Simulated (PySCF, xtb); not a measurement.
C5H9N, SMILES CC(C)=C=CN.

GFN2-xTB (xtb) at its own geometry gives an orbital gap of 4.55 eV and a dipole moment of 1.27 D.

The structure is a stationary point at ωB97X-D3(BJ)/def2-SVP. This is a generated structure with no PubChem entry under its InChIKey; it may be hypothetical. The values are those of a single conformer.

### Question
What does PBE/def2-TZVP run with PySCF give? (The exact figures need the calculation; the answer reports its results.)

### Answer
gap 4.11 eV (levels -4.67 and -0.56 eV), dipole 1.14 D.
